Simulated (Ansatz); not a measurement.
`[CH3][Al-]([CH3])([OH2+])[Cl]`, relaxed with RKS PBE-D4/def2-SVP in Ansatz 0.2.0 from a rough embedded geometry. The force threshold is 0.03 eV/Å; the program also tests the step.

Total charge 0; spin multiplicity 1.

Start:

```xyz
13

C    -1.678    0.659   -0.071
Al   -0.070   -0.395   -0.367
C     0.906   -0.457    1.343
O     1.031    0.324   -1.668
Cl   -0.621   -2.461   -0.982
H    -1.446    1.707    0.174
H    -2.262    0.702   -1.074
H    -2.325    0.180    0.652
H     1.891   -1.046    1.191
H     1.231    0.576    1.653
H     0.309   -0.911    2.125
H     1.263    1.253   -1.289
H     1.769   -0.133   -1.687
```

```csv
step,energy (eV),largest force (eV/Å),largest move (Å)
1,-23349.7733,8.320,0.000
2,-23350.7665,1.340,0.199
3,-23350.9169,0.638,0.101
4,-23350.9556,0.843,0.145
5,-23350.9640,0.323,0.200
6,-23350.9868,0.282,0.112
7 (rejected),-23350.9861,1.159,0.196
8,-23351.0132,0.236,0.098
9,-23351.0365,0.221,0.100
10,-23351.0547,0.570,0.143
11 (rejected),-23351.0499,0.973,0.188
12,-23351.0723,0.182,0.094
13,-23351.0795,0.124,0.097
14,-23351.0815,0.170,0.098
15 (rejected),-23351.0777,0.324,0.026
16,-23351.0824,0.016,0.013
```

End:

```xyz
13

C    -1.860    0.679   -0.143
Al   -0.181   -0.330   -0.099
C     1.029   -0.402    1.454
O     1.026    0.507   -1.524
Cl   -0.172   -2.164   -1.329
H    -1.726    1.726    0.203
H    -2.301    0.713   -1.161
H    -2.618    0.214    0.523
H     1.973   -0.951    1.250
H     1.297    0.607    1.837
H     0.539   -0.933    2.298
H     1.943    0.629   -1.205
H     1.051   -0.297   -2.104
```

Run time 86 s (4 threads of an Intel Xeon on a shared host); peak host memory 0.18 GiB.
